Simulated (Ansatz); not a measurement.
Basis-set extrapolation for H7NOSi2, SMILES `O[SiH2]N[SiH3]` (PBE0-D4/def2-TZVP geometry, frozen core, the Gaussian-basis code of Ansatz). Multiplicity 1, RHF reference.

```json
{"": "HF", "def2-TZVPP": "-711.443845", "def2-QZVPP": "-711.469482"}
{"": "MP2 correlation", "def2-TZVPP": "-0.705984", "def2-QZVPP": "-0.760113"}
{"": "CCSD(T) correlation", "def2-TZVPP": "-0.775734", "def2-QZVPP": "not run"}
```

Energies in hartree. Use E(X) = E(∞) + A·exp(−7.88·√X) for Hartree–Fock and E(X) = E(∞) + B·X^(−2.97) for correlation, with X = 3 and 4, and add CCSD(T) minus MP2 of the smaller set to the MP2 limit.

What is the CCSD(T) energy at the basis-set limit?

HF limit: -711.469482 + (-0.025637) × 0.13774 = -711.47301. MP2 limit: -0.760113 + (-0.054129) × 0.74074 = -0.80021. Higher-order term: -0.775734 − (-0.705984) = -0.06975. Total: -712.34297 hartree, 3.36 eV below CCSD(T)/def2-TZVPP.
